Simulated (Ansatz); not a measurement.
Reaction (silylene formation by 1,1-elimination): `CCO[SiH2]C` → `CCOC` + `[SiH2]`

Calculated with Ansatz (gas phase, PBE0-D4/def2-TZVP geometries, no zero-point term in ΔE). CCSD(T)/CBS adds triple-zeta CCSD(T) − MP2 to the extrapolated MP2 energy (def2 sets, frozen cores). This one scheme is used for every species. Functionals use def2-TZVPP. B3LYP here is the variant with VWN-RPA as its local correlation; programs differ in this. HSE06 is defined as in plane-wave codes. One conformer a species, not always the lowest.

```json
{"level": "LDA (SPW92)", "ΔE (kJ/mol)": "427.3", "difference from CCSD(T)/CBS": "14.7"}
{"level": "PBE-D4", "ΔE (kJ/mol)": "401.7", "difference from CCSD(T)/CBS": "-10.9"}
{"level": "revPBE-D4", "ΔE (kJ/mol)": "395.5", "difference from CCSD(T)/CBS": "-17.1"}
{"level": "BLYP-D4", "ΔE (kJ/mol)": "389.4", "difference from CCSD(T)/CBS": "-23.2"}
{"level": "r2SCAN-D4", "ΔE (kJ/mol)": "430.4", "difference from CCSD(T)/CBS": "17.8"}
{"level": "B97M-V", "ΔE (kJ/mol)": "407.3", "difference from CCSD(T)/CBS": "-5.3"}
{"level": "PBE0-D4", "ΔE (kJ/mol)": "414.9", "difference from CCSD(T)/CBS": "2.3"}
{"level": "B3LYP-D4", "ΔE (kJ/mol)": "403.3", "difference from CCSD(T)/CBS": "-9.3"}
{"level": "r2SCANh-D4", "ΔE (kJ/mol)": "431.9", "difference from CCSD(T)/CBS": "19.3"}
{"level": "r2SCAN0-D4", "ΔE (kJ/mol)": "433.9", "difference from CCSD(T)/CBS": "21.3"}
{"level": "BHLYP-D4", "ΔE (kJ/mol)": "417.8", "difference from CCSD(T)/CBS": "5.2"}
{"level": "CAM-B3LYP-D4", "ΔE (kJ/mol)": "413.2", "difference from CCSD(T)/CBS": "0.6"}
{"level": "ωB97X-V", "ΔE (kJ/mol)": "415.9", "difference from CCSD(T)/CBS": "3.3"}
{"level": "ωB97M-V", "ΔE (kJ/mol)": "406.6", "difference from CCSD(T)/CBS": "-6.0"}
{"level": "B2PLYP", "ΔE (kJ/mol)": "406.2", "difference from CCSD(T)/CBS": "-6.4"}
{"level": "PBE-QIDH", "ΔE (kJ/mol)": "426.9", "difference from CCSD(T)/CBS": "14.3"}
{"level": "PBE", "ΔE (kJ/mol)": "393.7", "difference from CCSD(T)/CBS": "-18.9"}
{"level": "revPBE", "ΔE (kJ/mol)": "377.8", "difference from CCSD(T)/CBS": "-34.8"}
{"level": "r2SCAN", "ΔE (kJ/mol)": "428.2", "difference from CCSD(T)/CBS": "15.6"}
{"level": "PBE0", "ΔE (kJ/mol)": "407.9", "difference from CCSD(T)/CBS": "-4.7"}
{"level": "B3LYP", "ΔE (kJ/mol)": "390.5", "difference from CCSD(T)/CBS": "-22.1"}
{"level": "r2SCANh", "ΔE (kJ/mol)": "429.4", "difference from CCSD(T)/CBS": "16.8"}
{"level": "r2SCAN0", "ΔE (kJ/mol)": "431.3", "difference from CCSD(T)/CBS": "18.7"}
{"level": "HSE06", "ΔE (kJ/mol)": "407.8", "difference from CCSD(T)/CBS": "-4.8"}
{"level": "BHLYP", "ΔE (kJ/mol)": "407.0", "difference from CCSD(T)/CBS": "-5.6"}
{"level": "CAM-B3LYP", "ΔE (kJ/mol)": "405.9", "difference from CCSD(T)/CBS": "-6.7"}
{"level": "LC-ωPBE", "ΔE (kJ/mol)": "425.3", "difference from CCSD(T)/CBS": "12.7"}
{"level": "RPA@PBE/def2-TZVPP", "ΔE (kJ/mol)": "377.0", "difference from CCSD(T)/CBS": "-35.6"}
{"level": "HF/def2-SVP", "ΔE (kJ/mol)": "370.3", "difference from CCSD(T)/CBS": "-42.3"}
{"level": "MP2/def2-SVP", "ΔE (kJ/mol)": "400.3", "difference from CCSD(T)/CBS": "-12.3"}
{"level": "CCSD/def2-SVP", "ΔE (kJ/mol)": "368.2", "difference from CCSD(T)/CBS": "-44.4"}
{"level": "CCSD(T)/def2-SVP", "ΔE (kJ/mol)": "370.0", "difference from CCSD(T)/CBS": "-42.6"}
{"level": "HF/def2-TZVPP", "ΔE (kJ/mol)": "394.1", "difference from CCSD(T)/CBS": "-18.5"}
{"level": "MP2/def2-TZVPP", "ΔE (kJ/mol)": "429.4", "difference from CCSD(T)/CBS": "16.8"}
{"level": "SCS-MP2/def2-TZVPP", "ΔE (kJ/mol)": "413.8", "difference from CCSD(T)/CBS": "1.2"}
{"level": "HF/def2-QZVPP", "ΔE (kJ/mol)": "396.1", "difference from CCSD(T)/CBS": "-16.5"}
{"level": "MP2/def2-QZVPP", "ΔE (kJ/mol)": "436.0", "difference from CCSD(T)/CBS": "23.4"}
{"level": "SCS-MP2/def2-QZVPP", "ΔE (kJ/mol)": "420.7", "difference from CCSD(T)/CBS": "8.1"}
{"level": "HF/CBS(def2)", "ΔE (kJ/mol)": "396.4", "difference from CCSD(T)/CBS": "-16.2"}
{"level": "CCSD/CBS(def2)", "ΔE (kJ/mol)": "409.5", "difference from CCSD(T)/CBS": "-3.1"}
{"level": "CCSD(T)/CBS", "ΔE (kJ/mol)": "412.6", "difference from CCSD(T)/CBS": "0"}
```

Largest T1 diagnostic among the species: 0.014.

From PBE to PBE0 (25 % exact exchange), in def2-TZVPP and without D4, ΔE moves by +14.2 kJ/mol. At CCSD(T), def2-SVP lies −42.6 kJ/mol from the extrapolated value and def2-TZVPP −10.4 kJ/mol. Leaving LDA and LC-ωPBE aside and taking each functional with its dispersion term where it has one, the values spread over 44.5 kJ/mol, from BLYP-D4 to r2SCAN0-D4. LDA lies +33.6 kJ/mol from PBE without D4.

CCSD(T)/CBS has its own doubt, a few kJ/mol and more with outer-core shells, so smaller differences from it don't rank the levels.
